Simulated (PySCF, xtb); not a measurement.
TeCl4, SMILES Cl[Te](Cl)(Cl)Cl.

GFN2-xTB run with xtb at its own geometry gives an orbital gap of 3.46 eV and a dipole moment of 1.23 D.

Geometry optimised at B3LYP-D3(BJ)/def2-SVP. The isomer is the one that the SMILES or the coordinates give; other isomers of the formula were not compared. The def2 effective core potentials stand for the cores of Te; spin–orbit coupling is left out.

Problem. What does PySCF with ωB97X/def2-TZVP give? (An estimate is asked for; the answer gives what the named calculation found.)

Solution. gap 8.67 eV (levels -10.60 and -1.94 eV), dipole 0.98 D.
